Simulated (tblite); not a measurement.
A geometry optimisation, step by step.

Compound: C7H12N (doublet state).
SMILES with atom numbers: `[CH2:1][C@@H:2]([CH2:3][NH2:4])[C:5](=[CH2:6])[CH:7]=[CH2:8]` (hydrogens: H9, H10 on C1; H11 on C2; H12, H13 on C3; H14, H15 on N4; H16, H17 on C6; H18 on C7; H19, H20 on C8)
Bond orders are those of one Lewis drawing.

Computed with GFN2-xTB (tblite), gas phase: L-BFGS steps from a force-field or distance-geometry start until the largest atomic force falls under 0.01 eV/Å. 5 of its 117 geometries are shown.

Step 0: E = -648.6199 eV, largest atomic force 2.580 eV/Å
```
atom  x, y, z in Å  |  force x, y, z in eV/Å
C1     -1.691   -0.744    0.431   -0.933   2.403  -0.096
C2     -0.559   -0.081   -0.353   -0.991  -1.476  -0.572
C3     -0.469    1.356    0.035   -1.150   1.775   0.628
N4     -1.765    1.997   -0.326    0.175   0.029   0.440
C5      0.648   -0.882   -0.085    0.686  -1.474   0.876
C6      0.510   -1.896    0.788    0.645  -0.140   0.055
C7      1.955   -0.722   -0.679    0.315  -0.972   0.814
C8      2.352    0.165   -1.552    0.814   0.807  -1.039
H9     -1.733   -0.377    1.476    0.116  -0.645  -0.519
H10    -2.669   -0.555   -0.050    0.429  -0.797   0.253
H11    -0.845   -0.100   -1.436    0.451  -0.205   0.454
H12     0.263    1.925   -0.539    0.314  -0.226   0.085
H13    -0.282    1.504    1.130   -0.078  -0.132  -0.849
H14    -2.478    1.840    0.414    0.572  -0.085  -1.007
H15    -2.034    1.586   -1.236   -0.246   0.447   0.870
H16    -0.436   -2.092    1.286    0.391  -0.139  -0.204
H17     1.369   -2.526    1.030   -0.463   0.158   0.007
H18     2.730   -1.445   -0.342   -0.761   0.419  -0.077
H19     3.383    0.127   -1.877   -0.107   0.199  -0.135
H20     1.747    0.928   -2.001   -0.177   0.056   0.018
```

Step 29: E = -649.4180 eV, largest atomic force 0.204 eV/Å
```
atom  x, y, z in Å  |  force x, y, z in eV/Å
C1     -1.834   -0.656    0.357   -0.083   0.057  -0.052
C2     -0.631   -0.154   -0.337   -0.031   0.175  -0.007
C3     -0.413    1.372    0.009   -0.036  -0.053   0.022
N4     -1.560    2.209   -0.249   -0.031  -0.054  -0.006
C5      0.622   -0.940    0.024    0.020   0.031  -0.061
C6      0.573   -1.948    0.895    0.030  -0.024  -0.001
C7      1.906   -0.650   -0.605    0.064   0.054  -0.077
C8      2.185    0.198   -1.588   -0.073  -0.036  -0.042
H9     -1.922   -0.575    1.427    0.077   0.043  -0.106
H10    -2.696   -1.014   -0.181    0.161   0.049   0.008
H11    -0.778   -0.218   -1.425    0.031  -0.055   0.077
H12     0.398    1.784   -0.595    0.041  -0.139   0.144
H13    -0.135    1.456    1.065   -0.112  -0.001  -0.066
H14    -2.364    1.907    0.293    0.039  -0.015   0.033
H15    -1.816    2.146   -1.230   -0.015   0.048   0.025
H16    -0.336   -2.261    1.374   -0.059   0.003   0.017
H17     1.456   -2.513    1.134    0.065  -0.050   0.065
H18     2.715   -1.255   -0.210    0.007   0.045   0.008
H19     3.181    0.308   -1.989   -0.017  -0.081   0.101
H20     1.442    0.815   -2.058   -0.077   0.003  -0.081
```

Step 58: E = -649.4992 eV, largest atomic force 0.044 eV/Å
```
atom  x, y, z in Å  |  force x, y, z in eV/Å
C1     -1.859   -0.681    0.248   -0.024  -0.009  -0.021
C2     -0.619   -0.134   -0.322   -0.013  -0.022  -0.007
C3     -0.401    1.328    0.181   -0.024  -0.011  -0.016
N4     -1.444    2.257   -0.187   -0.018   0.002  -0.026
C5      0.636   -0.924    0.039   -0.037  -0.010  -0.003
C6      0.609   -1.904    0.941    0.013   0.004   0.005
C7      1.892   -0.580   -0.620   -0.042  -0.001   0.014
C8      2.039    0.096   -1.752    0.001  -0.018   0.000
H9     -2.106   -0.503    1.277    0.020  -0.015   0.009
H10    -2.560   -1.224   -0.356    0.024  -0.012   0.008
H11    -0.704   -0.129   -1.416    0.032   0.028  -0.005
H12     0.545    1.705   -0.213    0.002   0.026  -0.001
H13    -0.338    1.307    1.271    0.008   0.018   0.025
H14    -2.332    1.956    0.201   -0.004   0.004   0.004
H15    -1.551    2.297   -1.196    0.037   0.005   0.016
H16    -0.306   -2.213    1.417    0.037   0.018   0.013
H17     1.504   -2.441    1.207   -0.012  -0.025   0.014
H18     2.774   -0.958   -0.115   -0.008  -0.005  -0.020
H19     3.012    0.285   -2.171    0.015  -0.007   0.001
H20     1.205    0.472   -2.319   -0.008   0.031  -0.008
```

Step 87: E = -649.5139 eV, largest atomic force 0.071 eV/Å
```
atom  x, y, z in Å  |  force x, y, z in eV/Å
C1     -1.857   -0.731    0.187    0.048   0.043   0.030
C2     -0.619   -0.111   -0.309   -0.017   0.042  -0.012
C3     -0.444    1.324    0.272   -0.004  -0.001   0.006
N4     -1.432    2.285   -0.168    0.042  -0.018   0.016
C5      0.638   -0.911    0.032   -0.026   0.021   0.013
C6      0.631   -1.815    1.011    0.031   0.026   0.039
C7      1.864   -0.655   -0.714   -0.030   0.001   0.018
C8      2.008    0.077   -1.812    0.002   0.020   0.022
H9     -2.170   -0.575    1.202   -0.026   0.020  -0.006
H10    -2.406   -1.427   -0.414   -0.021  -0.025  -0.041
H11    -0.670   -0.040   -1.402    0.005  -0.012  -0.027
H12     0.542    1.704   -0.001    0.000   0.019  -0.012
H13    -0.498    1.274    1.363    0.004  -0.048   0.004
H14    -2.366    1.962    0.057   -0.008  -0.029   0.027
H15    -1.385    2.416   -1.172    0.012  -0.012  -0.051
H16    -0.259   -2.039    1.571   -0.005  -0.002   0.004
H17     1.518   -2.360    1.286    0.038  -0.023  -0.027
H18     2.738   -1.148   -0.304   -0.013  -0.025   0.004
H19     2.970    0.189   -2.285   -0.018  -0.005   0.003
H20     1.192    0.593   -2.288   -0.014   0.008  -0.011
```

Step 116: E = -649.5210 eV, largest atomic force 0.010 eV/Å
```
atom  x, y, z in Å  |  force x, y, z in eV/Å
C1     -1.857   -0.740    0.150   -0.007   0.003  -0.006
C2     -0.611   -0.108   -0.310    0.001  -0.006   0.001
C3     -0.452    1.314    0.294    0.005  -0.003  -0.003
N4     -1.433    2.273   -0.166    0.002   0.001   0.000
C5      0.640   -0.913    0.035    0.001   0.006  -0.001
C6      0.660   -1.763    1.062   -0.002   0.001   0.005
C7      1.841   -0.713   -0.762   -0.001   0.007  -0.001
C8      1.996    0.095   -1.805    0.004  -0.004   0.000
H9     -2.250   -0.529    1.127    0.002  -0.005  -0.008
H10    -2.349   -1.480   -0.450    0.004  -0.003   0.005
H11    -0.641   -0.029   -1.405   -0.002   0.001   0.002
H12     0.539    1.706    0.055    0.004   0.001  -0.005
H13    -0.535    1.242    1.382    0.000  -0.002   0.003
H14    -2.370    1.936    0.034    0.000  -0.002   0.008
H15    -1.361    2.401   -1.170   -0.003   0.000   0.000
H16    -0.208   -1.941    1.672   -0.006   0.001   0.000
H17     1.550   -2.312    1.320   -0.003   0.004  -0.001
H18     2.687   -1.310   -0.438   -0.001   0.002   0.001
H19     2.940    0.164   -2.318    0.000  -0.004  -0.006
H20     1.209    0.718   -2.193    0.001   0.000   0.005
```

Q: Summarise the path.

A: The energy falls by 86.94 kJ/mol from step 0 to step 116; nine tenths of that is first reached at step 31. It falls at every step. The largest force goes from 2.580 to 0.010 eV/Å. Among the bonds C2–C3 changes most, from 1.491 to 1.553 Å; the atoms move by 0.522 Å rms after alignment.

What follows is the cost of the whole relaxation. On one thread, Arm Neoverse V1 (aarch64), on a shared host, this took 0.81 s.
